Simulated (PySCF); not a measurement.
This PySCF input asks for the NMR shieldings of SMILES CC[C@@H](C)[Si@H](OC)SC, C₆H₁₆OSSi; the geometry comes from GFN2-xTB.

```python
import basis_set_exchange as bse
import numpy as np
from pyscf import gto, dft
from pyscf.prop import nmr

atoms = """
C     2.674769    1.218760    0.449519
C     2.362060   -0.243211    0.166397
C     1.070774   -0.434779   -0.634099
C     0.923257   -1.903597   -1.030601
Si   -0.476676    0.178390    0.295695
O    -1.890271   -0.396595   -0.262325
C    -2.500832   -1.640408   -0.075111
S    -0.698516    2.279735   -0.039609
C    -2.422816    2.542032    0.476771
H     3.634211    1.311184    0.953135
H     1.909236    1.665345    1.077431
H     2.714970    1.784901   -0.477643
H     3.189996   -0.677959   -0.401264
H     2.289777   -0.790921    1.108977
H     1.174686    0.147163   -1.557234
H     0.799512   -2.530984   -0.149198
H     1.807994   -2.245570   -1.566470
H     0.063093   -2.043498   -1.680874
H    -0.378466   -0.105484    1.734021
H    -1.937158   -2.431092   -0.572193
H    -3.501885   -1.586938   -0.504228
H    -2.575174   -1.878128    0.987658
H    -2.495416    2.451207    1.555648
H    -3.053625    1.809359   -0.012513
H    -2.694436    3.545234    0.167244
"""
names = dict.fromkeys(["C", "Si", "O", "S", "H"], "pcSseg-1")
basis = {el: gto.basis.parse(bse.get_basis(n, elements=[el], fmt="nwchem")) for el, n in names.items()}
mol = gto.M(atom=atoms, basis=basis, charge=0, verbose=0)
mf = dft.RKS(mol, xc="PBE0")
mf.grids.level = 2
mf.grids.alignment = dft.numint.BLKSIZE   # the property module wants whole blocks of grid points
mf.conv_tol = 1e-9
mf.kernel()

calc = nmr.RKS(mf)   # GIAO
C = mf.mo_coeff
Co = C[:, mf.mo_occ > 0]
resp = mf.gen_response(singlet=True, hermi=2)
def vind(x):   # induced exchange potential for any number of trial vectors
    d = np.einsum("pi,xij,qj->xpq", C, 2 * x.reshape(-1, C.shape[1], Co.shape[1]), Co, optimize=True)
    return np.einsum("xpq,pi,qj->xij", resp(d - d.transpose(0, 2, 1)), C, Co, optimize=True).ravel()
mo1, _ = nmr.rhf.solve_mo1(calc, with_cphf=vind)
sigma = calc.kernel(mo1)
for i, s in enumerate(sigma):   # ppm
    print("%2d %-2s %9.2f" % (i, mol.atom_pure_symbol(i), np.trace(s) / 3))
```

Q: What are the results?

A: 
```
 0 C     169.19
 1 C     155.72
 2 C     154.68
 3 C     167.70
 4 Si    340.53
 5 O     317.14
 6 C     131.94
 7 S     662.79
 8 C     173.92
 9 H      30.60
10 H      30.53
11 H      30.97
12 H      30.44
13 H      30.44
14 H      30.64
15 H      30.75
16 H      30.47
17 H      30.17
18 H      26.48
19 H      27.70
20 H      27.72
21 H      27.98
22 H      29.73
23 H      29.29
24 H      29.86
```

These numbers come from an equivalent density-fitted implementation of the same equations, which agrees with the script to about 0.01 ppm for H and up to a few tenths of a ppm for heavy atoms, so last digits may differ.

Q: Turn these shieldings into chemical shifts. Shifts are taken against calculated references (same method and geometry level): ¹³C (186.93 ppm) and ²⁹Si (349.16 ppm) and ¹H (31.72 ppm) against TMS; H2O for ¹⁷O (336.08 ppm); ³³S (503.73 ppm) vs CS2.

A: Averaging equivalent atoms: C 6: 55.0; C 2: 32.2; C 1: 31.2; C 3: 19.2; C 0: 17.7; C 8: 13.0; Si 4: 8.6; O 5: 18.9; S 7: -159; H 18: 5.24; H 19/20/21: 3.92; H 22/23/24: 2.09; H 12: 1.28; H 13: 1.27; H 15/16/17: 1.26; H 14: 1.07; H 9/10/11: 1.02 ppm. Experimental scales use liquid or dissolved standards, which lie at an offset from isolated H2O (liquid H2O: subtract about 36 ppm).

Size and cost of the density-fitted run: 247 basis functions, 63 s wall time on 1 thread of an Arm Neoverse V1, shared host; peak memory 1.2 GiB.
